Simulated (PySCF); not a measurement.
CH₅BOSi, SMILES B[SiH2]C=O (PBE0/def2-SVP optimised geometry):

```
9

B      1.094    -0.908     0.000
Si    -0.916    -0.908     0.000
C     -1.429     0.975     0.000
O     -1.742     1.568     0.998
H      1.687    -0.496    -0.969
H      1.742    -1.258     0.956
H     -1.445    -1.482    -1.280
H     -1.574    -1.568     1.165
H     -1.404     1.507    -0.994
```

Method: PBE0/def2-TZVP in PySCF 2.14.0.

### Question
What are the frontier orbital energies and the dipole moment?

### Answer
HOMO-2 -9.65 eV, HOMO-1 -8.86 eV, HOMO -7.08 eV, LUMO -2.89 eV, LUMO+1 -1.37 eV; dipole moment 2.20 D.

Meta-Löwdin charges at PBE0/def2-TZVP: B1 -0.17, Si2 0.40, C3 0.10, O4 -0.35, H5 0.04, H6 0.04, H7 -0.07, H8 -0.07, H9 0.07.
